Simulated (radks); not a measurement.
Q: Re15+, 60 electrons, occupied as [Xe] 4f4 6s2 (not the ground configuration). Calculated with a radial shooting solver on a logarithmic mesh with Libxc functionals: Dirac Kohn-Sham, PBE, spin-unpolarised, spherical densities, point nucleus; open shells fill j = l - 1/2 first. Some entries of the table are withheld. Estimate them.

orbital,occ.,eigenvalue (hartree),<r^2> (bohr^2),r(max) (bohr)
1s1/2,2,-2646.432,0.0004478,0.01123
2s1/2,2,-472.7363,0.006823,0.06473
2p1/2,2,-452.9008,0.004866,(1)
2p3/2,4,-400.0601,0.006066,(2)
3s1/2,2,-123.1069,0.04440,0.1823
3p1/2,2,-114.3011,0.04071,0.1706
3p3/2,4,-102.8070,0.04719,0.1848
3d3/2,4,-88.05996,0.03654,0.1448
3d5/2,6,-85.57369,0.03831,0.1487
4s1/2,2,(3),0.2056,0.4069
4p1/2,2,-34.55492,0.2087,0.4053
4p3/2,4,-31.59680,0.2368,0.4324
4d3/2,4,-25.50566,0.2425,0.4235
4d5/2,6,-24.92333,0.2515,0.4315
4f5/2,4,(4),0.2485,0.3773
4f7/2,0,(5),0.2525,0.3805
5s1/2,2,-15.17936,0.8121,(6)
5p1/2,2,-13.72720,0.8749,0.8545
5p3/2,4,-12.91608,0.9720,0.9036
5d3/2,0,(7),1.138,0.9645
5d5/2,0,(8),1.169,0.9792
6s1/2,2,(9),2.532,1.524
6p1/2,0,-7.30899,2.771,1.593
6p3/2,0,-7.00314,3.008,1.666

A: 
(1) 2p1/2 r(max) (bohr): 0.04804
(2) 2p3/2 r(max) (bohr): 0.05499
(3) 4s1/2 eigenvalue (hartree): -38.26213
(4) 4f5/2 eigenvalue (hartree): -17.28710
(5) 4f7/2 eigenvalue (hartree): -17.15021
(6) 5s1/2 r(max) (bohr): 0.8286
(7) 5d3/2 eigenvalue (hartree): -10.60898
(8) 5d5/2 eigenvalue (hartree): -10.45884
(9) 6s1/2 eigenvalue (hartree): -7.93441
